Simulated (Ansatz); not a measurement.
Ideal-gas functions of C2H6Ge (`C[CH2][GeH]`) at 400 K and 1 bar, from an Ansatz frequency run at PBE0-D4/def2-TZVP.

Molar mass 102.68 g/mol, point group C1 (symmetry number 1), electronic degeneracy 1, moments of inertia 17.801, 144.753, 155.033 u Å². Harmonic wavenumbers (cm⁻¹, unscaled): 127, 183, 262, 484, 552, 762, 905, 984, 1053, 1215, 1257, 1402, 1424, 1486, 1497, 1888, 2970, 3035, 3076, 3097, 3123.

Use S(trans) = R[1.5 ln M + 2.5 ln T − 1.1517]; rotational temperatures θ = 24.2544 K / I; S(rot) = R[ln(√π/σ · √(T³/θAθBθC)) + 1.5]; for each mode x = 1.438777 ν̃/T, S = R[x/(eˣ − 1) − ln(1 − e⁻ˣ)] and H = RT x/(eˣ − 1); 1 cm⁻¹ = 0.0119627 kJ/mol; R = 8.31446 J/(mol·K).

By hand: the entropy, in J/(mol·K).

Translation 172.7. Rotation: θ = 1.3625, 0.1676, 0.1564 K, giving 105.8. Vibration, mode by mode: 14.90, 11.94, 9.11, 4.68, 3.86, 2.13, 1.41, 1.12, 0.92, 0.57, 0.50, 0.33, 0.31, 0.25, 0.24, 0.07, 0.00, 0.00, 0.00, 0.00, 0.00, in all 52.4. Electronic 0.0. Sum 330.9 J/(mol·K).

By hand: H − E and G − E in kJ/mol, counted from the electronic energy.

Zero-point energy ½ × 30782 × 0.0119627 = 184.1; thermal vibration 11.7; translation, rotation and pV give 4 RT = 13.3. H − E = 209.1 kJ/mol, and G − E = 209.1 − 400 × 330.9/1000 = 76.7 kJ/mol.

Vibration gives 16 % of the entropy, 14.9 J/(mol·K) of it from the mode under 150 cm⁻¹: soft modes count most, and the harmonic formula is weakest for them. The sum counts one conformer and one mirror image; others add a mixing term.
